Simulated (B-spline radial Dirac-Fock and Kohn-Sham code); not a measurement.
## Ho 4s: cross section and angular parameters

System: atomic holmium in the configuration [Xe] 4f11 6s2; threshold 432.4 eV (tabulated edge). These are calculated numbers from a radial atomic solver; the model is Dirac-Hartree-Slater photoionisation with a Latter tail; cross sections with all multipoles, angular parameters from the dipole term and its interference with E2.

For linearly polarised light dσ/dΩ = σ/(4π) [1 + β P₂(cos θ) + (δ + γ cos²θ) sin θ cos φ], with θ from the polarisation vector and φ the angle between the beam and the projection of the electron momentum on the plane normal to the polarisation.

```tsv
hν (eV)	σ (kb)	β	γ
542	78.9	1.875	0.524
600	71.8	1.891	0.545
673	64.1	1.904	0.554
806	52.3	1.920	0.547
878	47.0	1.926	0.535
1210	30.4	1.942	0.456
1253.6	28.9	1.943	0.445
1290	27.7	1.944	0.435
1486.9	22.4	1.949	0.384
1610	19.8	1.951	0.352
1850	15.9	1.954	0.291
2620	8.89	1.961	0.130
2760	8.13	1.962	0.105
2984.4	7.09	1.963	0.070
4000	4.18	1.966	-0.050
4680	3.13	1.968	-0.099
7330	1.34	1.971	-0.133
11500	?	?	?
11800	0.516	1.972	0.081
11900	0.507	1.972	0.087
12100	0.490	1.972	0.100
```

**Question.** Give the values at 11500 eV.

**Answer.** σ = 0.544 kb, β = 1.972, γ = 0.062. For an s subshell δ is negligible.
